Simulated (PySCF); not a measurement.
## Spinor energies of Ta⁷²⁺ (tantalum, charge +72)

Start: 1s1; 1s1/2 filled at m_j = +1/2. Calculated with PySCF 2.14 in an even-tempered Gaussian basis (15 s from 240 bohr⁻², ratio 2.4; 11 p from 310 bohr⁻², ratio 2.4; 3 d from 960 bohr⁻², ratio 2.6; 3 f from 1400 bohr⁻², ratio 2.6): generalised Hartree-Fock with the X2C-1e Hamiltonian and a Gaussian nucleus; one run each with spin-orbit coupling (SO) switched off, then screened by Boettger's factors, then bare.

```csv
spinor shell,electrons,"ε, spin-free (eV)","ε, screened SO (eV)","ε, bare SO (eV)",weight of nominal j (screened SO),"rms radius, screened SO (bohr)"
1s1/2,1,-78514.6,-78514.6,-78514.6,1.000,0.0208
```

```csv
quantity,spin-free,screened SO,bare SO
E (hartree),-2885.35669,-2885.35669,-2885.35669
M_J,1/2,1/2,1/2
⟨J²⟩,0.750,0.750,0.750
⟨L²⟩,0.000,0.000,0.000
⟨S²⟩,0.750,0.750,0.750
```

Breit and QED terms are absent; they matter most for the inner s and p1/2 levels.

Densities and radii are taken from the X2C orbitals without a picture-change correction, which distorts them close to the nucleus.

Without spin-orbit coupling the j labels of p, d and f shells carry no meaning; the spin-free column gives the mean over the occupied spinors of each nl shell.
